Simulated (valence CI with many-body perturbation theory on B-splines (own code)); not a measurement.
# Br XXXI: calculated level list

Level of theory: configuration interaction combined with many-body perturbation theory (CI+MBPT): three valence electrons over a frozen Dirac-Fock core [He], a basis of 11 s, 11 p, 10 d, 8 f, 5 g, 2 h functions for each j, with the one-electron correlation potential Σ1, the two-electron term Σ2, the three-electron term Σ3, Breit, model QED; selected CI, second order for the rest, scaled by the run's own slope (own B-spline code, finite nucleus).

The last digits are not significant, and no measured levels were compared; by estimate large intervals hold to a few tenths of a per cent, small ones and those within an open d or f shell to about a per cent.

Levels 46 to 90 of 211, with energies above the lowest level, (2s^2 2p1/2) J=1/2. "Leading %" is the weight of the configuration and term that name the level; weights of strongly mixed levels are sums over their largest components and can fall short. In the jj column 3d3/2^4 stands for four electrons in 3d with j = 3/2. Lifetimes count E1, E2, E3, M1 and M2 decay at the calculated energies, and are blank where another channel may lead or the interval is too uncertain; long ones can be off by a factor of two.

| No. | Configuration | Term | J | E (eV) | Leading % | Second component | Leading jj | Lifetime |
| --- | --- | --- | --- | --- | --- | --- | --- | --- |
| 46 | 2s 2p 3s | 2P° | 3/2 | 2136.9 | 82 | 7 % 2s 2p 3d 2D° | 2s 2p3/2 3s (81 %) | 125 fs |
| 47 | 2s 2p 3p | 2D | 5/2 | 2144.4 | 57 | 40 % 2s 2p 3p 4P | 2s 2p3/2 3p3/2 (95 %) | 46.3 fs |
| 48 | 2s 2p 3p | 2S | 1/2 | 2147.0 | 61 | 21 % 2s 2p 3p 2P | 2s 2p3/2 3p3/2 (91 %) | 34.0 fs |
| 49 | 2p2 3s | 4P | 1/2 | 2154.9 | 58 | 19 % 2p2 3s 2P | 2p1/2^2 3s (86 %) | 121 fs |
| 50 | 2s 2p 3d | 4F° | 9/2 | 2160.2 | 100 |  | 2s 2p3/2 3d5/2 (100 %) | 914 ps |
| 51 | 2s 2p 3d | 4D° | 7/2 | 2163.3 | 60 | 35 % 2s 2p 3d 4F° | 2s 2p3/2 3d3/2 (51 %) | 13.9 fs |
| 52 | 2s 2p 3d | 4D° | 5/2 | 2163.6 | 52 | 16 % 2s 2p 3d 4F° | 2s 2p3/2 3d3/2 (95 %) | 13.0 fs |
| 53 | 2s 2p 3d | 4P° | 3/2 | 2165.4 | 55 | 37 % 2s 2p 3d 4D° | 2s 2p3/2 3d3/2 (94 %) | 12.5 fs |
| 54 | 2s 2p 3d | 4P° | 1/2 | 2166.2 | 88 | 10 % 2s 2p 3d 4D° | 2s 2p3/2 3d3/2 (96 %) | 14.6 fs |
| 55 | 2s 2p 3p | 2P | 1/2 | 2167.4 | 67 | 18 % 2s 2p 3p 2S | 2s 2p3/2 3p1/2 (84 %) | 70.4 fs |
| 56 | 2s 2p 3p | 2D | 3/2 | 2168.2 | 68 | 21 % 2s 2p 3p 2P | 2s 2p3/2 3p1/2 (88 %) | 132 fs |
| 57 | 2s 2p 3d | 2D° | 5/2 | 2171.4 | 45 | 28 % 2s 2p 3d 4P° | 2s 2p3/2 3d5/2 (96 %) | 18.7 fs |
| 58 | 2s 2p 3d | 2P° | 3/2 | 2176.3 | 46 | 34 % 2s 2p 3d 2D° | 2s 2p3/2 3d5/2 (88 %) | 19.6 fs |
| 59 | 2p2 3p | 4D° | 1/2 | 2179.1 | 46 | 29 % 2p2 3p 2P° | 2p1/2^2 3p1/2 (91 %) | 65.0 fs |
| 60 | 2s 2p 3p | 2D | 5/2 | 2179.2 | 84 | 5 % 2s 2p 3p 4D | 2s 2p3/2 3p3/2 (84 %) | 164 fs |
| 61 | 2s 2p 3d | 2F° | 7/2 | 2181.4 | 91 | 8 % 2s 2p 3d 4D° | 2s 2p3/2 3d5/2 (54 %) | 11.0 fs |
| 62 | 2s 2p 3p | 2P | 3/2 | 2182.9 | 57 | 26 % 2s 2p 3p 2D | 2s 2p3/2 3p3/2 (80 %) | 105 fs |
| 63 | 2s 2p 3d | 2P° | 1/2 | 2185.7 | 88 | 7 % 2s 2p 3d 4D° | 2s 2p3/2 3d5/2 (94 %) | 14.3 fs |
| 64 | 2s 2p 3p | 2S | 1/2 | 2189.2 | 72 | 14 % 2s 2p 3p 2P | 2s 2p3/2 3p3/2 (84 %) | 435 fs |
| 65 | 2p2 3s | 4P | 3/2 | 2194.9 | 88 | 4 % 2s 2p 3p 2P | 2p1/2 2p3/2 3s (92 %) | 152 fs |
| 66 | 2p2 3p | 4D° | 3/2 | 2198.8 | 36 | 25 % 2p2 3p 4P° | 2p1/2^2 3p3/2 (87 %) | 58.6 fs |
| 67 | 2p2 3s | 2P | 1/2 | 2202.9 | 67 | 21 % 2p2 3s 4P | 2p1/2 2p3/2 3s (87 %) | 78.1 fs |
| 68 | 2p2 3s | 4P | 5/2 | 2205.3 | 52 | 41 % 2p2 3s 2D | 2p1/2 2p3/2 3s (88 %) | 95.6 fs |
| 69 | 2s 2p 3d | 2F° | 5/2 | 2208.8 | 78 | 8 % 2s 2p 3d 2D° | 2s 2p3/2 3d3/2 (87 %) | 12.7 fs |
| 70 | 2s 2p 3d | 2F° | 7/2 | 2209.9 | 88 | 5 % 2s 2p 3d 4D° | 2s 2p3/2 3d5/2 (87 %) | 26.4 fs |
| 71 | 2s 2p 3d | 2D° | 3/2 | 2210.2 | 84 | 10 % 2s 2p 3d 2P° | 2s 2p3/2 3d3/2 (82 %) | 11.3 fs |
| 72 | 2p2 3s | 2D | 3/2 | 2211.2 | 53 | 38 % 2p2 3s 2P | 2p1/2 2p3/2 3s (90 %) | 80.5 fs |
| 73 | 2s 2p 3d | 2P° | 1/2 | 2215.2 | 89 | 5 % 2s 2p 3d 4D° | 2s 2p3/2 3d3/2 (85 %) | 15.9 fs |
| 74 | 2s 2p 3d | 2D° | 5/2 | 2215.8 | 79 | 15 % 2s 2p 3d 2F° | 2s 2p3/2 3d5/2 (91 %) | 10.8 fs |
| 75 | 2p2 3p | 4P° | 1/2 | 2218.7 | 36 | 31 % 2p2 3p 2S° | 2p1/2 2p3/2 3p1/2 (93 %) | 60.4 fs |
| 76 | 2s 2p 3d | 2P° | 3/2 | 2219.4 | 85 | 6 % 2p2 3p 4D° | 2s 2p3/2 3d5/2 (79 %) | 16.1 fs |
| 77 | 2p2 3d | 4F | 3/2 | 2219.8 | 47 | 16 % 2p2 3d 2D | 2p1/2^2 3d3/2 (93 %) | 96.4 fs |
| 78 | 2p2 3p | 4D° | 3/2 | 2223.1 | 42 | 28 % 2p2 3p 2D° | 2p1/2 2p3/2 3p1/2 (88 %) | 57.1 fs |
| 79 | 2p2 3d | 4F | 5/2 | 2229.1 | 28 | 26 % 2p2 3d 4D | 2p1/2^2 3d5/2 (88 %) | 29.3 fs |
| 80 | 2p2 3p | 4D° | 5/2 | 2230.2 | 32 | 29 % 2p2 3p 2D° | 2p1/2 2p3/2 3p1/2 (87 %) | 87.8 fs |
| 81 | 2p2 3p | 4D° | 5/2 | 2236.0 | 46 | 37 % 2p2 3p 4P° | 2p1/2 2p3/2 3p3/2 (97 %) | 56.9 fs |
| 82 | 2p2 3p | 4P° | 1/2 | 2238.4 | 45 | 25 % 2p2 3p 2P° | 2p1/2 2p3/2 3p3/2 (95 %) | 51.8 fs |
| 83 | 2p2 3p | 2D° | 3/2 | 2241.2 | 51 | 18 % 2p2 3p 4S° | 2p1/2 2p3/2 3p3/2 (88 %) | 50.1 fs |
| 84 | 2p2 3p | 2P° | 3/2 | 2245.4 | 33 | 26 % 2p2 3p 4S° | 2p1/2 2p3/2 3p1/2 (78 %) | 43.7 fs |
| 85 | 2p2 3p | 4D° | 7/2 | 2245.7 | 53 | 44 % 2p2 3p 2F° | 2p1/2 2p3/2 3p3/2 (93 %) | 70.8 fs |
| 86 | 2p2 3p | 2P° | 3/2 | 2251.9 | 54 | 17 % 2p2 3p 2D° | 2p1/2 2p3/2 3p3/2 (92 %) | 44.7 fs |
| 87 | 2p2 3p | 2D° | 5/2 | 2256.3 | 38 | 31 % 2p2 3p 2F° | 2p1/2 2p3/2 3p3/2 (87 %) | 53.9 fs |
| 88 | 2p2 3s | 2D | 5/2 | 2256.6 | 51 | 44 % 2p2 3s 4P | 2p3/2^2 3s (91 %) | 68.0 fs |
| 89 | 2p2 3d | 4F | 3/2 | 2260.3 | 34 | 33 % 2p2 3d 2P | 2p1/2 2p3/2 3d3/2 (82 %) | 57.6 fs |
| 90 | 2p2 3d | 4F | 5/2 | 2261.5 | 51 | 41 % 2p2 3d 2F | 2p1/2 2p3/2 3d3/2 (93 %) | 132 fs |
